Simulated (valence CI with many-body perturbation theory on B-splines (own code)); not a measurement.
**E1 transitions of Sc VI**

Computed by relativistic CI+MBPT: six valence electrons over a frozen Dirac-Fock core [Ne], a basis of 9 s, 9 p, 8 d, 6 f, 3 g, 1 h functions for each j, with the one-electron correlation potential Σ1, the two-electron term Σ2, the three-electron term Σ3, Breit, model QED; selected CI, second order for the rest, scaled by the run's own slope (own B-spline code, finite nucleus).

Against 8 measured levels this calculation errs by 129 cm⁻¹ on average and by 326 at most. These come from a selection out of Sugar and Corliss, J. Phys. Chem. Ref. Data 9, 473 (1980). Levels without a partner in it may be off by more. Among the levels kept, up to 970 cm⁻¹ of a level comes from second order outside the variational space, and about a tenth of that is noise between levels of different J, which matters for small intervals. 1 measured level below the end of the list, from 288026 cm⁻¹ on, found no clear computed partner, and computed levels of the same name lie up to 2025 cm⁻¹ from them.

Lines 1 to 50 of 70 in falling wavelength, among levels below 313070 cm⁻¹, chosen from the strongest by gf and those to the six lowest levels. Wavelengths and rates use the calculated energies, so an error of 100 cm⁻¹ moves a line at 77.83 nm by 0.078 % and its rate by three times that or more. Electric multipoles are in the length gauge, E1 and E2 with the static RPA response of the core. Weak lines are less certain than strong ones. Lines between different terms over intervals too small for the method are left out, as are lines whose strength nearly cancels. The highest levels of a list are the least certain.

Names give the largest LS component (configuration and term), which can be under half, so a name can repeat, a term be missing and a line seem to break the LS rules; names also repeat where a configuration has a term twice. Letters in brackets count levels of one name in rising energy.

```csv
λ vac (nm),λ from measured levels,Upper,Lower,A (s⁻¹),S (a.u.) with core polarisation,S without
77.83,77.53,3s.3p5 3P°_1,3s2.3p4 1S_0,8.97e+05,6.26e-04,6.52e-04
65.09,64.95,3s.3p5 3P°_2,3s2.3p4 1D_2,6.46e+06,4.40e-03,4.59e-03
63.90,63.77,3s.3p5 3P°_1,3s2.3p4 1D_2,2.09e+04,8.06e-06,8.14e-06
58.20,58.14,3s.3p5 3P°_2,3s2.3p4 3P_1,2.71e+08,1.32e-01,1.37e-01
57.62,57.56,3s.3p5 3P°_1,3s2.3p4 3P_0,3.69e+08,1.04e-01,1.09e-01
57.25,57.19,3s.3p5 3P°_1,3s2.3p4 3P_1,2.83e+08,7.86e-02,8.19e-02
57.17,57.06,3s.3p5 1P°_1,3s2.3p4 1S_0,5.77e+07,1.60e-02,1.69e-02
57.09,57.03,3s.3p5 3P°_2,3s2.3p4 3P_2,8.43e+08,3.87e-01,4.04e-01
56.73,56.68,3s.3p5 3P°_0,3s2.3p4 3P_1,1.15e+09,1.04e-01,1.08e-01
56.17,56.12,3s.3p5 3P°_1,3s2.3p4 3P_2,4.95e+08,1.30e-01,1.35e-01
52.99,,3s2.3p3.3d 5D°_1,3s2.3p4 1S_0,5.12e+02,1.13e-07,1.15e-07
49.28,49.24,3s.3p5 1P°_1,3s2.3p4 1D_2,2.99e+09,5.30e-01,5.52e-01
48.25,,3s2.3p3.3d 3D°_1 [a],3s2.3p4 1S_0,1.51e+05,2.52e-05,2.60e-05
46.14,,3s2.3p3.3d 5D°_1,3s2.3p4 1D_2,7.77e+03,1.13e-06,1.19e-06
46.13,,3s2.3p3.3d 5D°_2,3s2.3p4 1D_2,1.67e+04,4.03e-06,4.15e-06
46.11,,3s2.3p3.3d 5D°_3,3s2.3p4 1D_2,5.27e+03,1.79e-06,1.84e-06
45.46,45.45,3s.3p5 1P°_1,3s2.3p4 3P_0,2.01e+05,2.80e-05,2.83e-05
45.23,45.22,3s.3p5 1P°_1,3s2.3p4 3P_1,1.29e+06,1.77e-04,1.83e-04
44.55,44.55,3s.3p5 1P°_1,3s2.3p4 3P_2,2.87e+07,3.75e-03,3.90e-03
42.77,,3s2.3p3.3d 5D°_1,3s2.3p4 3P_0,9.80e+05,1.14e-04,1.18e-04
42.61,,3s2.3p3.3d 3D°_2 [a],3s2.3p4 1D_2,4.62e+05,8.82e-05,9.14e-05
42.59,,3s2.3p3.3d 3D°_3 [a],3s2.3p4 1D_2,8.16e+04,2.18e-05,2.26e-05
42.57,,3s2.3p3.3d 5D°_0,3s2.3p4 3P_1,1.11e+07,4.23e-04,4.36e-04
42.57,,3s2.3p3.3d 5D°_1,3s2.3p4 3P_1,3.94e+06,4.50e-04,4.62e-04
42.56,,3s2.3p3.3d 5D°_2,3s2.3p4 3P_1,3.99e+04,7.59e-06,7.35e-06
42.51,,3s2.3p3.3d 3D°_1 [a],3s2.3p4 1D_2,2.85e+05,3.24e-05,3.34e-05
41.97,,3s2.3p3.3d 5D°_1,3s2.3p4 3P_2,4.75e+06,5.20e-04,5.35e-04
41.96,,3s2.3p3.3d 5D°_2,3s2.3p4 3P_2,6.47e+06,1.18e-03,1.21e-03
41.95,,3s2.3p3.3d 5D°_3,3s2.3p4 3P_2,2.70e+06,6.89e-04,7.02e-04
41.42,,3s2.3p3.3d 3F°_2 [a],3s2.3p4 1D_2,2.83e+05,4.96e-05,5.15e-05
41.25,,3s2.3p3.3d 3F°_3 [a],3s2.3p4 1D_2,2.24e+06,5.42e-04,5.52e-04
39.63,,3s2.3p3.3d 3D°_1 [a],3s2.3p4 3P_0,1.95e+06,1.80e-04,1.78e-04
39.54,,3s2.3p3.3d 3D°_2 [a],3s2.3p4 3P_1,6.92e+05,1.06e-04,1.01e-04
39.46,,3s2.3p3.3d 3D°_1 [a],3s2.3p4 3P_1,7.31e+06,6.65e-04,6.72e-04
39.37,,3s2.3p3.3d 3D°_1 [b],3s2.3p4 1S_0,4.55e+06,4.11e-04,4.25e-04
39.34,,3s2.3p3.3d 3P°_1,3s2.3p4 1S_0,4.21e+06,3.79e-04,3.86e-04
39.02,,3s2.3p3.3d 3D°_2 [a],3s2.3p4 3P_2,9.93e+06,1.46e-03,1.48e-03
39.01,,3s2.3p3.3d 3D°_3 [a],3s2.3p4 3P_2,1.53e+06,3.14e-04,3.08e-04
38.94,,3s2.3p3.3d 3D°_1 [a],3s2.3p4 3P_2,2.60e+06,2.27e-04,2.32e-04
38.75,,3s2.3p3.3d 3G°_3,3s2.3p4 1D_2,8.49e+06,1.71e-03,1.74e-03
38.57,,3s2.3p3.3d 1S°_0,3s2.3p4 3P_1,8.42e+06,2.38e-04,2.45e-04
38.52,,3s2.3p3.3d 3F°_2 [a],3s2.3p4 3P_1,5.10e+05,7.19e-05,7.26e-05
38.03,,3s2.3p3.3d 3F°_2 [a],3s2.3p4 3P_2,8.75e+05,1.19e-04,1.21e-04
37.88,,3s2.3p3.3d 3F°_3 [a],3s2.3p4 3P_2,2.03e+06,3.82e-04,3.88e-04
37.24,,3s2.3p3.3d 1D°_2,3s2.3p4 1D_2,5.81e+08,7.41e-02,7.61e-02
35.76,,3s2.3p3.3d 3G°_3,3s2.3p4 3P_2,9.27e+05,1.47e-04,1.50e-04
35.71,,3s2.3p3.3d 3F°_3 [b],3s2.3p4 1D_2,5.18e+06,8.16e-04,8.33e-04
35.64,,3s2.3p3.3d 3F°_2 [b],3s2.3p4 1D_2,1.71e+07,1.91e-03,1.96e-03
35.46,,3s2.3p3.3d 3D°_1 [b],3s2.3p4 1D_2,4.85e+07,3.20e-03,3.31e-03
35.43,,3s2.3p3.3d 3P°_1,3s2.3p4 1D_2,1.64e+07,1.08e-03,1.11e-03
```
